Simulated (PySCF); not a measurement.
C₆H₁₃BO₃Si.
Atom-mapped SMILES: `[CH3:1][Si:2]([CH3:3])([CH3:4])[O:5][C:6]1=[O+:7][BH2-:8][O:9][CH:10]=[CH:11]1` (hydrogens: H12, H13, H14 on C1; H15, H16, H17 on C3; H18, H19, H20 on C4; H21, H22 on B8; H23 on C10; H24 on C11)

A GFN2-xTB structure was refined with PBE0-D3(BJ)/def2-SVP geometry optimisation, gas phase (PySCF). Its GFN2-xTB values:

| coordinate | GFN2-xTB |
| --- | --- |
| C1–Si2 | 1.868 Å |
| C1–H12 | 1.091 Å |
| Si2–O5 | 1.704 Å |
| O5–C6 | 1.296 Å |
| C6=O7 | 1.271 Å |
| C6–C11 | 1.400 Å |
| O7–B8 | 1.555 Å |
| B8–O9 | 1.511 Å |
| B8–H21 | 1.189 Å |
| O9–C10 | 1.259 Å |
| C10=C11 | 1.381 Å |
| C10–H23 | 1.106 Å |
| C11–H24 | 1.077 Å |
| C1–Si2–O5 | 98.9° |
| Si2–O5–C6 | 122.3° |
| C3–Si2–C4 | 113.0° |
| C3–Si2–O5 | 110.8° |
| C6–O7–B8 | 122.2° |
| C6–C11–C10 | 117.6° |
| O7–B8–O9 | 110.0° |
| B8–O9–C10 | 121.8° |
| Si2–O5–C6–O7 | -2° |
| O5–C6–C11–C10 | -179° |
| B8–O9–C10–C11 | 1° |
| O9–C10–C11–C6 | -2° |

Task: How do these coordinates change at the PBE0-D3(BJ)/def2-SVP level?

Result: 
| coordinate | PBE0-D3(BJ)/def2-SVP (Å or °) | change |
| --- | --- | --- |
| Si2–O5 | 1.751 | +0.047 |
| B8–H21 | 1.220 | +0.031 |
| O9–C10 | 1.276 | +0.017 |
| C6–C11 | 1.413 | +0.013 |
| C1–H12 | 1.101 | +0.010 |
| C11–H24 | 1.087 | +0.010 |
| C10–H23 | 1.100 | -0.006 |
| B8–O9 | 1.517 | +0.006 |
| O5–C6 | 1.300 | +0.004 |
| C1–Si2 | 1.864 | -0.004 |
| O7–B8 | 1.551 | -0.004 |
| C10=C11 | 1.379 | -0.002 |
| C6=O7 | 1.270 | -0.001 |
| C3–Si2–O5 | 107.9 | -2.9 |
| Si2–O5–C6 | 125.1 | +2.8 |
| C1–Si2–O5 | 101.5 | +2.6 |
| C6–O7–B8 | 124.4 | +2.2 |
| O7–B8–O9 | 107.9 | -2.1 |
| B8–O9–C10 | 123.2 | +1.4 |
| C3–Si2–C4 | 113.7 | +0.7 |
| C6–C11–C10 | 117.0 | -0.6 |
| Si2–O5–C6–O7 | 0 | +2 |
| B8–O9–C10–C11 | 0 | -1 |
| O9–C10–C11–C6 | 0 | +2 |
| O5–C6–C11–C10 | 180 | -1 |

The energy falls by 24.3 kJ/mol over 7 energy and gradient evaluations, the largest force component goes from 0.0474 to 2.2e-04 Eh/bohr, and the atoms move by 0.075 Å rms after alignment. Among the bonds, Si2–O5 and C4–H18 change most and about equally (+0.046 to +0.047 Å). Bonds longer at the end by more than 0.005 Å: 11 of 24; shorter: 6. Rotational constants go from 1972, 568.6, 519.9 to 1998, 552.4, 506.1 MHz.

The run used 223 basis functions and 50 SCF cycles in all.

PBE0-D3(BJ)/def2-SVP frequencies: not computed here. One conformer, not necessarily the lowest.

Shape of the structure used: `[CH3:1][Si:2]([CH3:3])([CH3:4])[O:5][C:6]1=[O+:7][BH2-:8][O:9][CH:10]=[CH:11]1`: C1–Si2–O5–C6 -179°, Si2–O5–C6–O7 0°.
